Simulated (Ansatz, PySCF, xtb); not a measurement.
Gas-phase reaction in SMILES: N[CH2][GeH2][CH2]N + 4 [H][H] (H2) -> 2 C (CH4) + [GeH4] (GeH4) + 2 N (NH3)
Each molecule is optimised on its own at B3LYP-D3(BJ)/def2-TZVP (Ansatz, a quantum-chemistry and plane-wave program), one conformer each, not searched for the lowest.

Property: energy of full hydrogenation (enthalpy at 298 K, with B3LYP-D3(BJ) rigid-rotor harmonic-oscillator terms from PySCF), in eV. Correlated levels leave the core frozen unless marked. No spin-orbit coupling. Frozen are the shells of the preceding noble gas and the d and f shells that filled before the atom's block. No relativistic terms. Basis-set limits of correlation are two-point, X^-3; Hartree-Fock from the larger set.

```csv
level,program,energy of full hydrogenation (eV)
GFN1-xTB,xtb,-4.96
BLYP-D4/def2-TZVPD,Ansatz + dftd4,?
r2SCAN-D4/def2-TZVPD,Ansatz + dftd4,-2.64
r2SCANh-D4/def2-TZVPD,Ansatz + dftd4,-2.69
LC-wPBE-D3(BJ)/def2-TZVPD,Ansatz + dftd3,?
wB97X-V/def2-TZVPD,Ansatz,-2.64
SCS-MP2/STO-3G,Ansatz,-1.68
CCSD/cc-pVTZ,Ansatz,-2.87
"CCSD(T)/CBS(cc-pVTZ,cc-pVQZ)",Ansatz,?
```

Problem. What belongs in the gaps?

Solution. 
- BLYP-D4/def2-TZVPD, energy of full hydrogenation (eV): -2.51
- LC-wPBE-D3(BJ)/def2-TZVPD, energy of full hydrogenation (eV): -2.66
- CCSD(T)/CBS(cc-pVTZ,cc-pVQZ), energy of full hydrogenation (eV): -2.68
